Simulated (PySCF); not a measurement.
**Checking a proposed structure**

A compound C4H3F3N2O2 gives the data below (simulated from a calculation) and was assigned the structure `Cc1noc(OC(F)(F)F)n1`.

$^{13}$C{$^{1}$H} NMR (computed): δ 175.3 (C), 156.9 (C), 126.3 (C), 61.0 (CH3).

$^{1}$H NMR (600 MHz, computed): δ 4.46 (s, 3H).

Theoretical values (PySCF): coordinates at the GFN2-xTB level, shieldings: GIAO PBE0/pcSseg-1. Relativity neglected, averaged over atoms made equivalent by symmetry, fast rotation or ring inversion, in vacuum, one conformer.

Scale: TMS for $^{1}$H (σref 31.72) and $^{13}$C (σref 186.93) (reference shieldings calculated alike).

Task: Compare with the shifts computed for the proposed structure, pairing carbons in order of shift.

Result: Atoms are numbered as in `[CH3:1][c:2]1[n:3][o:4][c:5]([O:6][C:7]([F:8])([F:9])[F:10])[n:11]1`; H(Xn) means a hydrogen on atom n.

```tsv
atom	computed for proposal	given list	difference
C5	177.0	175.3	+1.7
C2	173.3	156.9	+16.4
C7	129.1	126.3	+2.8
C1	14.6	61.0	-46.4
```

The rms difference is 24.7 ppm and the largest -46.4 ppm at C1 (methyl carbon on an aromatic ring). The proposal doesn't fit.

Task: Which isomer fits?

Result: `COc1nnc(C(F)(F)F)o1`.

1. Carbon types of the structure: 3 × C, 1 × CH3, which accounts for all hydrogens.
2. δC 175.3: aromatic carbon bearing oxygen; an ipso carbon deshielded by its heteroatom.
3. δC 156.9: substituted aromatic carbon next to the ring oxygen.
4. δC 126.3: CF3 carbon; 3 electronegative neighbours deshield it.
5. δC 61.0: methyl carbon bonded to O; the inductive effect lowers its shielding.

The data come from this structure; uniqueness wasn't tested.

Splittings by $^{19}$F in the carbon and heteronuclear signals aren't shown, as no couplings were computed. Shifts are as computed. Against solution values, carbons near 30 ppm lie about +3 ppm off and those near 130 ppm about +5 ppm. Of 1211 compounds with measured shifts, 218 miss one by over three times the rms of a fit or turn the order of signals round; such compounds aren't used in these exercises.
